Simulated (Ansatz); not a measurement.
Relaxation of C2H11AlGeSi (16 atoms, charge 0, multiplicity 1), to a largest force component of 0.015 eV/Å in at most 40 steps.

The calculation used RHF/def2-SVP in Ansatz 0.2.0.

```xyz
16
Properties=species:S:1:pos:R:3
C 0.428 1.857 -1.407
Si 1.496 1.412 -0.009
Al 1.485 -0.933 0.185
Ge 2.149 -2.302 -1.598
C 2.745 -1.167 -3.114
H 0.381 3.021 -1.528
H 0.770 1.439 -2.354
H -0.614 1.570 -1.215
H 2.868 1.911 -0.234
H 1.004 2.012 1.264
H 0.938 -1.613 1.543
H 3.356 -3.195 -1.219
H 1.046 -3.195 -2.162
H 3.605 -0.553 -2.844
H 3.001 -1.798 -4.005
H 1.872 -0.453 -3.401
```

Task: Where does it end, and by what steps?

Result: The run converged. The force dipped under the threshold on the way, but the program's further checks kept it going. After 38 steps the energy has fallen by 0.651 eV; H9 moved furthest, 1.17 Å.

```csv
step,energy less start (eV),largest force component (eV/Å),accepted
0,0.0000,3.210,yes
2,-0.6161,0.277,yes
4,-0.6398,0.023,yes
6,-0.6433,0.031,yes
8,-0.6439,0.021,yes
10,-0.6441,0.009,yes
12,-0.6444,0.021,yes
14,-0.6447,0.058,yes
16,-0.6453,0.095,yes
18,-0.6459,0.073,yes
20,-0.6468,0.029,yes
22,-0.6475,0.058,yes
24,-0.6483,0.060,yes
26,-0.6487,0.054,yes
28,-0.6495,0.046,yes
30,-0.6499,0.037,yes
32,-0.6504,0.036,yes
34,-0.6509,0.020,yes
36,-0.6509,0.039,yes
38,-0.6512,0.013,yes
```

```xyz
16
Properties=species:S:1:pos:R:3
C 0.690 2.129 -1.488
Si 1.162 1.501 0.242
Al 1.735 -0.926 0.348
Ge 2.215 -2.373 -1.669
C 2.527 -1.382 -3.351
H 0.460 3.196 -1.465
H 1.506 1.976 -2.197
H -0.189 1.605 -1.871
H 2.333 2.283 0.733
H 0.043 1.791 1.183
H 1.817 -1.611 1.779
H 3.443 -3.272 -1.405
H 1.026 -3.336 -1.901
H 3.384 -0.712 -3.252
H 2.727 -2.073 -4.170
H 1.654 -0.783 -3.614
```

Time of the run: 2.2 min on 2 threads of Intel(R) Xeon(R) Platinum 8488C (Sapphire Rapids), with other jobs on the host, peak memory 0.48 GiB.
